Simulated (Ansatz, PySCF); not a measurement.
This PySCF input computes a PBE0/def2-TZVPD energy:

```python
from pyscf import gto, scf, dft

mol = gto.M(
    atom='''
    O    -0.00000000   -0.00000000   -0.51622979
    O     0.00000000    0.00000000    0.51622979
    ''',
    basis='def2-tzvpd',
    charge=2,
    spin=0,
    verbose=4,
)

mf = dft.RKS(mol, xc='pbe0').density_fit(auxbasis='def2-universal-jkfit')
mf.grids.level = 3
mf.conv_tol = 1e-9
mf.max_cycle = 100
mf.max_memory = 1500
mf.kernel()
if not mf.converged:
    mf = mf.newton()
    mf.kernel(mf.make_rdm1())
mf.analyze()
```

Problem. Write an input for the same energy in Ansatz (a quantum-chemistry and plane-wave program) and say what it gives.

Solution. 
Ansatz 0.2 input:
```yaml
crystal:
  periodic: [false, false, false]
  atoms:
    - {symbol: O, position_ang: [-0.00000000, -0.00000000, -0.51622979]}
    - {symbol: O, position_ang: [0.00000000, 0.00000000, 0.51622979]}
basis:
  gaussian:
    orbitals: def2-TZVPD
hamiltonian:
  xc: {name: PBE0}
total_charge: 2
output: {forces: true}
```
It gives -148.88116 Eh, and PySCF -148.88114 Eh, a difference of 0.02 mEh, from the treatment of integrals and grids.
